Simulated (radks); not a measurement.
Question: Species: P. Configuration: [Ne] 3s2 3p3. Method: scalar-relativistic Kohn-Sham, PBE, spin-unpolarised, spherical densities, point nucleus; computed with a radial shooting solver on a logarithmic mesh with Libxc functionals. Some entries of the table are withheld. Estimate them.

orbital,occ.,eigenvalue (hartree),<1/r> (bohr^-1),<r> (bohr)
1s,2,(1),14.65,(2)
2s,2,-6.39406,2.821,0.5197
2p,6,-4.57505,2.710,0.4853
3s,2,(3),(4),1.896
3p,3,-0.20237,(5),(6)

Answer: 
(1) 1s eigenvalue (hartree): -76.59190
(2) 1s <r> (bohr): 0.1036
(3) 3s eigenvalue (hartree): -0.51336
(4) 3s <1/r> (bohr^-1): 0.7216
(5) 3p <1/r> (bohr^-1): 0.5735
(6) 3p <r> (bohr): 2.373
